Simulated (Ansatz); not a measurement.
System: C7H13, charge 0, multiplicity 2. It need not be the lowest isomer of its formula. SMILES: C=C[CH]CCCC
Coordinates optimised at B3LYP-D3(BJ)/def2-TZVP (Ansatz, a quantum-chemistry and plane-wave program):
```xyz
20

C      3.5671     0.1716    -0.2503
C      2.3182    -0.6744    -0.0207
C      1.0464     0.1611     0.0998
C     -0.2133    -0.6892     0.3266
C     -1.4501     0.1249     0.4885
C     -2.5388     0.0776    -0.3609
C     -3.6841     0.8359    -0.2362
H      3.4815     0.7571    -1.1689
H      3.7239     0.8722     0.5734
H      4.4610    -0.4494    -0.3336
H      2.2027    -1.3885    -0.8426
H      2.4420    -1.2737     0.8873
H      0.9129     0.7620    -0.8051
H      1.1542     0.8723     0.9257
H     -0.0530    -1.3012     1.2242
H     -0.3355    -1.3873    -0.5067
H     -1.4799     0.8174     1.3261
H     -2.4840    -0.6182    -1.1955
H     -3.7993     1.5458     0.5734
H     -4.4992     0.7456    -0.9397
```
Charge 0, spin multiplicity 2.

Quantity: atomisation energy (electronic, to ground-state atoms), in kJ/mol. Valence correlation only, unless marked. UHF or UKS for open shells. No spin-orbit coupling. No relativistic terms. The coupled-cluster limit lacks core correlation, which all-electron functionals hold. CBS marks a two-point X^-3 extrapolation of the correlation energy; Hartree-Fock from the larger set. The bracket is a focal-point correction in the basis named.

```csv
level,program,atomisation energy (kJ/mol)
BLYP-D4/def2-TZVPD,Ansatz + dftd4,8116.3
r2SCAN-D3(BJ)/def2-TZVPD,Ansatz + dftd3,8181.7
HSE06-D3(BJ)/def2-TZVPD,Ansatz + dftd3,8224.3
CAM-B3LYP-D3(BJ)/def2-TZVPD,Ansatz + dftd3,8183.0
CAM-B3LYP-D4/def2-TZVPD,Ansatz + dftd4,8184.2
MP2/6-31G*,Ansatz,7534.0
MP2/cc-pVDZ,Ansatz,7655.0
```

Question: Estimate the value at RI-MP2/CBS(cc-pVTZ,cc-pVQZ)+[CCSD(T)-MP2]/cc-pVTZ as computed with Ansatz.

Answer: 8133.3 kJ/mol
